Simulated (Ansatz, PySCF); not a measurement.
Torsion H4–N1–Sn2–N3 in H4N2Sn (SMILES [NH2][Sn][NH2]); at each angle all else is relaxed with GFN2-xTB, and the levels are single points there.
Geometry at 180° (charge 0, multiplicity 1):
```json
[
 {"atom": "N", "x (Å)": "1.5104", "y (Å)": "-0.1178", "z (Å)": "-0.1327"},
 {"atom": "Sn", "x (Å)": "0.1762", "y (Å)": "0.4452", "z (Å)": "1.3075"},
 {"atom": "N", "x (Å)": "-0.2655", "y (Å)": "-1.4670", "z (Å)": "1.8731"},
 {"atom": "H", "x (Å)": "2.0323", "y (Å)": "0.5044", "z (Å)": "-0.7318"},
 {"atom": "H", "x (Å)": "1.7676", "y (Å)": "-1.0633", "z (Å)": "-0.3740"},
 {"atom": "H", "x (Å)": "0.1230", "y (Å)": "-2.3120", "z (Å)": "1.4816"},
 {"atom": "H", "x (Å)": "-0.9152", "y (Å)": "-1.7348", "z (Å)": "2.5974"}
]
```

On the grid 0° to 330°, 90° is the highest and 180° the lowest point at MP2/CBS(def2-TZVPP, def2-QZVPP) + ΔCCSD(T)/def2-TZVPP.

Rows in STO-3G carry no dispersion term and start afresh at each structure; the Pople sets are all-electron and without relativity.

The values were computed with Ansatz (a program for electronic structure); PySCF for STO-3G rows, the dispersion terms. Values without a source in brackets are computed. In def2 rows elements past Kr take small-core potentials, without spin–orbit coupling.

Q: One of these levels gives 295.1 meV for the energy at 90° less that at 180°. Which one is it?
A) HF/def2-TZVPP
B) BLYP-D4/def2-TZVPP
C) PBE0-D3(BJ)/def2-TZVPP
D) HF/STO-3G

A: C, PBE0-D3(BJ)/def2-TZVPP. The others give 517.4 (HF/STO-3G), 335.1 (HF/def2-TZVPP), 250.0 (BLYP-D4/def2-TZVPP)
